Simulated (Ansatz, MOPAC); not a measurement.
Molecule: SiAsH$_{4}$, charge 0, multiplicity 2. SMILES: [SiH3][AsH]
Geometry: optimised at B3LYP-D3(BJ)/def2-TZVP (Ansatz, a quantum-chemistry and plane-wave program).

Wanted: vertical electron affinity to the singlet, in eV. Set-up: UHF or UKS for open shells; six Cartesian d functions in 6-31G* and its kin unless marked 5d; no dispersion term unless named; no spin-orbit coupling; non-relativistic; each state is the SCF solution reached for its charge and spin; PM7 with its own dispersion and hydrogen-bond terms. Ab initio and DFT rows: single points at B3LYP-D3(BJ) geometries (Ansatz). Semi-empirical rows: differences of heats of formation at the shared geometry for vertical values. Sets without +, aug- or the D of def2-TZVPD hold no diffuse functions, which anions need.

```
species             coefficient  E at B3LYP/6-31G* (Ansatz), Eh  E at B3LYP/def2-TZVPD (Ansatz), Eh  heat of formation at PM7 (MOPAC), kcal/mol
------------------  -----------  ------------------------------  ----------------------------------  ------------------------------------------
charge -1, singlet           -1                     -2527.55202                         -2527.88037                                      -18.19
charge 0, doublet            +1                     -2527.50549                         -2527.82251                                       11.94
```

 1 Eh = 27.2114 eV and 1 eV = 23.0605 kcal/mol.

Task: Compute it at each level from the table.

Result: 
- B3LYP/6-31G*: the sum of coefficient times E is 0.04653 Eh, or 1.266 eV. Result: 1.27 eV.
- B3LYP/def2-TZVPD: the sum of coefficient times E is 0.05786 Eh, or 1.574 eV. Result: 1.57 eV.
- PM7: the sum of coefficient times heat of formation is 30.13 kcal/mol, or 1.31 eV.
